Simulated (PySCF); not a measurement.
A structure optimised at PBE-D3(BJ)/def2-SVP, used in a PySCF frequency run:

```xyz
10

C      1.6978     1.6515     0.0000
C      0.3789     0.9381     0.0000
Cl    -1.0093     2.0411     0.0000
C      0.1814    -0.3651     0.0000
C     -0.0199    -1.6643     0.0000
F     -0.1311    -2.4223    -1.0879
F     -0.1311    -2.4223     1.0879
H      1.7764     2.3059    -0.8924
H      1.7764     2.3059     0.8924
H      2.5349     0.9290     0.0000
```
Charge 0, spin multiplicity 1.

Q: Write its SMILES, formula and point group.

A: CC(Cl)=C=C(F)F, C₄H₃ClF₂, Cs

Q: What are its rotational constants (standard atomic weights)?

A: 3.8292, 0.99675, 0.92585 GHz
